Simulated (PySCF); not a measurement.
Computed shifts of a molecule C₂H₆BF₂N, PBE0/pcSseg-1 (PySCF), GIAO, gas phase, equivalent atoms averaged, in ppm (number of nuclei): ¹³C: 79.0 (1), 30.3 (1). ¹⁵N: 93.6 (1). ¹⁹F: -139.6 (1), -304.0 (1). ¹H: 4.68 (2), 3.97 (1), 3.11 (3). References: ¹³C against TMS (σ = 186.3 ppm); ¹⁵N against NH3 (σ = 267.4 ppm); ¹¹B against BF3 (σ = 88.8 ppm); ¹⁹F against CFCl3 (σ = 167.2 ppm); ¹H against TMS (σ = 31.56 ppm), references at their B3LYP-D3(BJ)/def2-TZVP geometries, non-relativistic. Geometry: TPSSh-D3(BJ)/def2-SVP. One conformer was computed; it need not be the lowest.

Question: Pick the molecule that these values belong to.
A) CN(C)B(F)F
B) CCNB(F)F
C) C[C@@H](F)B(N)F
D) CNB(F)CF

Answer: D, CNB(F)CF
